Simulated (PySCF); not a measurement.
## Rhodium: a sound run and one with changed settings

Sound run: Rh²⁺ [Kr] 4d7, Rh³⁺ [Kr] 4d6. Calculation: PySCF 2.14, in cc-pVTZ-PP with ECP28MDF (5s5p4d2f1g, 63 functions); a scalar-relativistic core potential. In the sound run the correlated levels freeze 4s2 4p6 outside the core potential. The sound run starts from symmetry-adapted Hartree-Fock orbitals and uses a fine grid where one is needed.

Changed run: all electrons correlated in a basis built for the valence shell.

```json
{"species": "Rh²⁺", "method": "MP2", "sound run (hartree)": "-108.72126", "changed run (hartree)": "-109.02310", "converged": "yes"}
{"species": "Rh³⁺", "method": "MP2", "sound run (hartree)": "-107.59618", "changed run (hartree)": "-107.90129", "converged": "yes"}
```

Ionisation energy of Rh²⁺:

```json
{"method": "UHF", "sound run (eV)": "29.303", "changed run (eV)": "29.303"}
{"method": "MP2", "sound run (eV)": "30.615", "changed run (eV)": "30.526"}
{"method": "SCS-MP2", "sound run (eV)": "30.779", "changed run (eV)": "30.530"}
```

A valence basis has no tight correlating functions, so it recovers only part of the core correlation, and not evenly between atom and ion.

For comparison, NIST gives 31.06 eV between the lowest levels.
